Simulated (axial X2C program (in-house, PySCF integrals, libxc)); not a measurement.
**Which molecule has these constants?**

Computed with an in-house relativistic program for diatomic molecules, spin-free (one-electron X2C) or two-component (2c: spin–orbit coupling with atomic mean-field Coulomb and Gaunt terms, which also bring small scalar terms), in Dyall basis sets with cores contracted in-house; open shells are unrestricted.

A two-component PBE0 calculation in a Dyall 3-zeta basis gave Re = 2.313 Å, ωe = 372.7 cm⁻¹, dipole magnitude 5.57 D, Ω = 1.

Task: Which molecule is it?
A. RuSe
B. SnSe
C. ZrSe
D. YSe
E. RbSe

Result: C. The others have RuSe 2.209 Å and 353.7 cm⁻¹ (Ω = 4); YSe 2.396 Å and 349.0 cm⁻¹ (Ω = 1/2); RbSe 3.064 Å and 151.5 cm⁻¹ (Ω = 3/2); SnSe 2.325 Å and 336.9 cm⁻¹ (Ω = 0).

Each entry is the lowest single determinant of a limited PBE0 search at one distance. De goes to single-determinant-based atoms at the same level (for ions the charge split of lowest energy) and is withheld (n/a) where an atom does not fit its ground term or J level. Main or longest-lived isotopes. One determinant is a doubtful description, or other states lie close, for ZrSe, RuSe, RbSe; these need not be ground states, and all values refer to the states named. Some open-shell Ω = 0 determinants are out of reach, so the Ω given for RuSe need not be the lowest component. With several unpaired electrons the Ω given is that of one determinant, not necessarily of the lowest component. The functionals have no current term, which raises determinants with orbital currents.
